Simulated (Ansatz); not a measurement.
Compare A (`COB(F)S`) with its isomer B (`CSB(O)F`).

Gas-phase electronic energies from Ansatz, PBE0-D4/def2-TZVP geometries. CCSD(T)/CBS adds triple-zeta CCSD(T) − MP2 to the extrapolated MP2 energy (def2 sets, frozen cores). This one scheme is used for every species. Functionals use def2-TZVPP. B3LYP here is the variant with VWN-RPA as its local correlation; programs differ in this. Each species was taken in one conformer, which may not be the lowest.

**Question.** Which is lower in electronic energy at CCSD(T)/CBS, and by how much? (Estimate.)

**Answer.** The calculation gave: B, by 10.7 kcal/mol.

**Question.** Give E(B) − E(A) in kcal/mol with PBE-D4, PBE0-D4, ωB97M-V, B2PLYP, HF/def2-TZVPP, B3LYP-D4, MP2/def2-TZVPP. (Best estimate.)

**Answer.** Computed: PBE-D4 -10.6, PBE0-D4 -10.6, ωB97M-V -10.2, B2PLYP -9.6, HF/def2-TZVPP -7.6, B3LYP-D4 -9.3, MP2/def2-TZVPP -11.3. None reverses the order clearly.

Largest T1 diagnostic: 0.012.

In def2-TZVPP, CCSD(T) changes the Hartree–Fock value by −2.2 kcal/mol (the triples alone add −0.3 kcal/mol) and MP2 by −3.8 kcal/mol.
